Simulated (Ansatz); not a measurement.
Ansatz (a quantum-chemistry and plane-wave program) input (CCSD(T)/def2-TZVPPD):
A basis named .json is the Basis Set Exchange file of that set.

Ansatz 0.2 input:
```yaml
crystal:
  periodic: [false, false, false]
  atoms:
    - {symbol: Si, position_ang: [-0.02499646, -0.40875984, 0.02349026]}
    - {symbol: Cl, position_ang: [0.17730804, -1.50903302, 1.72510682]}
    - {symbol: Cl, position_ang: [-0.37130128, -1.66328189, -1.54280298]}
    - {symbol: Br, position_ang: [-1.72463880, 0.97762390, 0.24338356]}
    - {symbol: Br, position_ang: [1.82886267, 0.72671870, -0.34132724]}
basis:
  gaussian:
    orbitals: def2-TZVPPD.json
magnetization: {spin_polarized: true, initial_magnetization: 2}
correlation: {method: ccsd_t, electrons: outside_noble_gas}
```

Output:

```
Functional definition: HF
integrals: 3.07 GiB planned
1608 factors; integrals over basis functions are off by at most 5.8e-4 eV
2.01 GiB of device memory are held for the factors and their scratch space
mean field: 2.70 GiB planned
mean field evaluation 1: about -172865.0886 eV, gradient 1.4e1 eV
mean field evaluation 2: about -172865.4717 eV, gradient 1.4e1 eV
mean field evaluation 4: about -172867.0895 eV, gradient 2.5e0 eV
mean field evaluation 8: about -172867.3811 eV, gradient 7.1e-1 eV
mean field evaluation 16: about -172867.4295 eV, gradient 4.2e-2 eV
mean field evaluation 32: about -172867.4297 eV, gradient 5.0e-5 eV
mean field evaluation 64: about -172867.4280 eV, gradient 1.5e-1 eV
mean field evaluation 96: about -172867.4297 eV, gradient 2.2e-6 eV
mean field evaluation 128: about -172867.8024 eV, gradient 1.9e-1 eV
mean field evaluation 160: about -172866.6186 eV, gradient 7.6e-1 eV
mean field evaluation 192: about -172867.8465 eV, gradient 1.3e-1 eV
mean field evaluation 224: about -172865.9140 eV, gradient 4.6e0 eV
mean field evaluation 256: about -172867.8128 eV, gradient 1.9e-1 eV
mean field evaluation 288: about -172867.8124 eV, gradient 1.7e-6 eV
mean field evaluation 320: about -172867.4297 eV, gradient 2.2e-4 eV
mean field evaluation 352: about -172862.6337 eV, gradient 1.6e1 eV
mean field evaluation 384: about -172867.8497 eV, gradient 2.1e-3 eV
mean field evaluation 416: about -172866.3012 eV, gradient 1.3e0 eV
mean field evaluation 448: about -172866.1985 eV, gradient 6.7e-4 eV
mean field evaluation 480: about -172866.1591 eV, gradient 1.6e-2 eV
mean field evaluation 512: about -172865.2905 eV, gradient 5.3e-1 eV
mean field evaluation 544: about -172865.6262 eV, gradient 2.8e0 eV
mean field evaluation 576: about -172866.1229 eV, gradient 1.8e0 eV
mean field evaluation 608: about -172866.1985 eV, gradient 6.1e-4 eV
mean field evaluation 640: about -172865.4656 eV, gradient 4.3e0 eV
mean field evaluation 672: about -172865.4234 eV, gradient 1.1e0 eV
mean field evaluation 704: about -172865.1338 eV, gradient 1.6e0 eV
mean field evaluation 736: about -172865.2601 eV, gradient 2.8e-1 eV
mean field evaluation 768: about -172865.0285 eV, gradient 1.2e1 eV
mean field evaluation 800: about -172866.9083 eV, gradient 8.1e-2 eV
mean field evaluation 832: about -172866.0376 eV, gradient 5.4e0 eV
mean field evaluation 864: about -172864.8221 eV, gradient 2.4e0 eV
mean field evaluation 896: about -172866.2791 eV, gradient 3.4e-3 eV
mean field evaluation 928: about -172865.7726 eV, gradient 1.5e-3 eV
mean field evaluation 960: about -172865.1323 eV, gradient 2.6e-1 eV
mean field evaluation 992: about -172865.6442 eV, gradient 2.7e-3 eV
mean field evaluation 1024: about -172864.4681 eV, gradient 2.8e-1 eV
mean field evaluation 1056: about -172864.4488 eV, gradient 1.1e0 eV
mean field evaluation 1088: about -172866.1291 eV, gradient 1.8e-3 eV
mean field evaluation 1120: about -172864.1476 eV, gradient 9.9e-1 eV
mean field evaluation 1152: about -172864.6837 eV, gradient 1.9e0 eV
mean field evaluation 1184: about -172864.7297 eV, gradient 9.1e-4 eV
mean field evaluation 1216: about -172864.4376 eV, gradient 1.0e0 eV
mean field evaluation 1248: about -172862.8567 eV, gradient 1.3e1 eV
mean field evaluation 1280: about -172866.9087 eV, gradient 1.2e-3 eV
mean field evaluation 1312: about -172866.2773 eV, gradient 1.4e-1 eV
mean field evaluation 1344: about -172865.2468 eV, gradient 7.6e0 eV
mean field evaluation 1376: about -172863.9008 eV, gradient 1.4e1 eV
mean field evaluation 1408: about -172865.4227 eV, gradient 1.2e0 eV
mean field evaluation 1440: about -172866.5515 eV, gradient 2.3e-6 eV
mean field evaluation 1472: about -172863.7602 eV, gradient 1.3e1 eV
mean field evaluation 1504: about -172866.1291 eV, gradient 9.0e-4 eV
mean field -172867.84974596 eV, -6352.7763041269 hartree, gradient 7.7e-6 eV, S^2 2.017465; 39 other end points of the search recorded, 0 dependent functions left out
determinant -172867.84974596 eV, -6352.7763041269 hartree, with singles and doubles -172891.41507543 eV, -6353.6423140117 hartree
determinant -172867.81242099 eV, -6352.7749324595 hartree, with singles and doubles -172891.34055295 eV, -6353.6395753612 hartree
determinant -172867.42968706 eV, -6352.7608672472 hartree, with singles and doubles -172891.44829417 eV, -6353.6435347782 hartree
determinant -172866.90867362 eV, -6352.7417203562 hartree, with singles and doubles -172891.05254134 eV, -6353.6289911296 hartree
determinant -172866.55148087 eV, -6352.7285937649 hartree, with singles and doubles -172890.79947356 eV, -6353.6196910603 hartree
determinant -172866.27912102 eV, -6352.7185847249 hartree, with singles and doubles -172890.48472723 eV, -6353.6081243462 hartree
determinant -172866.19853516 eV, -6352.7156232495 hartree, with singles and doubles -172889.56545705 eV, -6353.5743417901 hartree
determinant -172866.15918117 eV, -6352.7141770170 hartree, with singles and doubles -172889.47745516 eV, -6353.5711077805 hartree
determinant -172866.12907895 eV, -6352.7130707806 hartree, with singles and doubles -172890.23795396 eV, -6353.5990555957 hartree
determinant -172865.77259416 eV, -6352.6999702064 hartree, with singles and doubles -172890.10488305 eV, -6353.5941653300 hartree
determinant -172865.65265853 eV, -6352.6955626532 hartree, with singles and doubles -172889.44827302 eV, -6353.5700353563 hartree
determinant -172865.64422463 eV, -6352.6952527130 hartree, with singles and doubles -172889.65790540 eV, -6353.5777392043 hartree
determinant -172865.56109652 eV, -6352.6921978112 hartree, with singles and doubles -172889.72643382 eV, -6353.5802575774 hartree
determinant -172865.39510181 eV, -6352.6860976184 hartree, with singles and doubles -172889.58847768 eV, -6353.5751877826 hartree
determinant -172865.39500910 eV, -6352.6860942114 hartree, with singles and doubles -172888.51673455 eV, -6353.5358019491 hartree
determinant -172865.37177612 eV, -6352.6852404151 hartree, with singles and doubles -172888.48927033 eV, -6353.5347926577 hartree
determinant -172865.25898434 eV, -6352.6810953937 hartree, with singles and doubles -172888.42360025 eV, -6353.5323793266 hartree
determinant -172865.24140869 eV, -6352.6804495003 hartree, with singles and doubles -172888.42118196 eV, -6353.5322904561 hartree
determinant -172865.13422463 eV, -6352.6765105589 hartree, with singles and doubles -172889.51059883 eV, -6353.5723257876 hartree
determinant -172865.11022027 eV, -6352.6756284149 hartree, with singles and doubles -172889.38600772 eV, -6353.5677471490 hartree
determinant -172864.77140550 eV, -6352.6631772017 hartree, with singles and doubles -172889.27970983 eV, -6353.5638407736 hartree
determinant -172864.72971653 eV, -6352.6616451603 hartree, with singles and doubles -172889.33853635 eV, -6353.5660026081 hartree
determinant -172864.59651523 eV, -6352.6567501027 hartree, with singles and doubles -172888.81503915 eV, -6353.5467644411 hartree
determinant -172867.84974596 eV, -6352.7763041269 hartree, with singles and doubles -172891.33763573 eV, -6353.6394681553 hartree
determinant -172867.81242099 eV, -6352.7749324595 hartree, with singles and doubles -172891.26269656 eV, -6353.6367141917 hartree
determinant -172867.42968706 eV, -6352.7608672472 hartree, with singles and doubles -172891.36348325 eV, -6353.6404180343 hartree
determinant -172867.84974596 eV, -6352.7763041269 hartree, with singles and doubles -172891.37087065 eV, -6353.6406895160 hartree
determinant -172867.81242099 eV, -6352.7749324595 hartree, with singles and doubles -172891.27532186 eV, -6353.6371781631 hartree
determinant -172867.42968706 eV, -6352.7608672472 hartree, with singles and doubles -172891.37709345 eV, -6353.6409182000 hartree
determinant -172866.90867362 eV, -6352.7417203562 hartree, with singles and doubles -172891.06792839 eV, -6353.6295565933 hartree
mean field evaluation 1536: about -172867.4294 eV, gradient 2.1e-2 eV
43 core orbitals not correlated
reference -172867.42968706 eV, -6352.7608672472 hartree; 17, 15 occupied and 204, 206 virtual orbitals, 1608 factors
second order -22.45347520 eV of doubles, -0.00000000 eV of singles
coupled cluster: 15.68 GiB planned
coupled cluster: 35.71 GiB planned
cycle   1  -23.05289923 eV  change    -2.5e0 eV  update   1.1e-1
cycle   2  -23.87494856 eV  change   -8.2e-1 eV  update   4.0e-2
cycle   3  -23.94375355 eV  change   -6.9e-2 eV  update   1.8e-2
cycle   4  -23.93359819 eV  change    1.0e-2 eV  update   1.1e-2
cycle   5  -23.93379160 eV  change   -1.9e-4 eV  update   8.1e-3
cycle   6  -23.94255724 eV  change   -8.8e-3 eV  update   5.4e-3
cycle   7  -23.94715562 eV  change   -4.6e-3 eV  update   3.1e-3
cycle   8  -23.94676445 eV  change    3.9e-4 eV  update   1.7e-3
cycle   9  -23.94668642 eV  change    7.8e-5 eV  update   1.1e-3
cycle  10  -23.94724630 eV  change   -5.6e-4 eV  update   7.2e-4
cycle  11  -23.94751240 eV  change   -2.7e-4 eV  update   4.7e-4
cycle  12  -23.94748276 eV  change    3.0e-5 eV  update   2.5e-4
cycle  13  -23.94732361 eV  change    1.6e-4 eV  update   1.2e-4
cycle  14  -23.94737956 eV  change   -5.6e-5 eV  update   5.3e-5
cycle  15  -23.94741517 eV  change   -3.6e-5 eV  update   2.9e-5
cycle  16  -23.94742205 eV  change   -6.9e-6 eV  update   1.6e-5
cycle  17  -23.94742688 eV  change   -4.8e-6 eV  update   1.1e-5
perturbative correction -1.25853213 eV, -0.0462502026 hartree
WARN: these amplitudes may be one of several solutions (largest doubles amplitude 0.07, level shift 3.15 eV)
Total energy: -172892.63564606 eV, -6353.6871691553 hartree
```

This state (charge 0, triplet) is run at the relaxed geometry of the species with charge 0 and multiplicity 1, and is a spin state other than that species' own.

The program attaches cautions to this result: other roots.
